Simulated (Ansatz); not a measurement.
Consider the formal exchange of groups at the Al–C bond: `[CH3][Al]1[CH2][CH2]1` + `C=N` → `N=[CH][Al]1[CH2][CH2]1` + CH₄.

Gas-phase electronic energies from Ansatz, PBE0-D4/def2-TZVP geometries. CCSD(T)/CBS is the MP2 limit (def2-TZVPP, def2-QZVPP) plus CCSD(T) − MP2 in def2-TZVPP, frozen cores. This one scheme is used for every species. DFT in def2-TZVPP. HSE06 is defined as in plane-wave codes. One conformer a species, not always the lowest.

`[CH3][Al]1[CH2][CH2]1`:

```xyz
11

C    -0.572    0.445    2.112
Al   -0.073    0.076    0.271
C     1.130   -0.356   -1.142
C    -0.391   -0.200   -1.587
H    -1.470    1.063    2.174
H     0.234    0.940    2.658
H    -0.785   -0.497    2.628
H     1.540   -1.356   -1.281
H     1.804    0.379   -1.579
H    -0.842   -1.113   -1.973
H    -0.575    0.620   -2.280
```

`C=N`:

Cartesian coordinates in Å:
```
C 0.040 -0.224 0.317
N -0.468 0.051 -0.803
H 0.793 0.385 0.830
H -0.279 -1.133 0.831
H -0.086 0.921 -1.175
```

`N=[CH][Al]1[CH2][CH2]1`:

Cartesian coordinates in Å:
```
N 0.617 -2.816 -0.921
C -0.368 -2.174 -0.431
Al -0.287 -0.252 0.031
C 0.688 1.381 0.107
C -0.803 1.469 0.658
H 1.438 -2.218 -1.044
H -1.277 -2.769 -0.279
H 0.874 1.983 -0.781
H 1.457 1.574 0.853
H -1.460 2.124 0.088
H -0.879 1.697 1.720
```

CH₄:

```xyz
5

C     0.000    0.000    0.000
H    -0.525   -0.952    0.073
H    -0.713    0.817    0.105
H     0.492    0.070   -0.970
H     0.746    0.065    0.792
```

```tsv
level	ΔE (kJ/mol)	difference from CCSD(T)/CBS
PBE0-D4	11.2	0.3
r2SCANh-D4	10.9	0.0
HSE06-D4	11.0	0.1
BHLYP-D4	11.8	0.9
ωB97X-V	12.3	1.4
B2PLYP	9.6	-1.3
PBE	7.3	-3.6
BLYP	5.3	-5.6
r2SCAN	9.7	-1.2
r2SCANh	11.2	0.3
r2SCAN0	13.2	2.3
BHLYP	13.1	2.2
CCSD/def2-SVP	10.4	-0.5
HF/def2-TZVPP	15.7	4.8
SCS-MP2/def2-TZVPP	10.6	-0.3
CCSD/def2-TZVPP	12.4	1.5
CCSD(T)/CBS	10.9	0
```

Largest T1 diagnostic among the species: 0.013.

From r2SCAN to r2SCAN0 (25 % exact exchange), in def2-TZVPP and without D4, ΔE moves by +3.4 kJ/mol. Leaving LDA and LC-ωPBE aside and taking each functional with its dispersion term where it has one, the values, not all of them listed here, spread over 9.3 kJ/mol, from BLYP-D4 to PBE-QIDH. In def2-TZVPP, CCSD(T) changes the Hartree–Fock value by −5.4 kJ/mol (the triples alone add −2.2 kJ/mol) and MP2 by −4.2 kJ/mol.
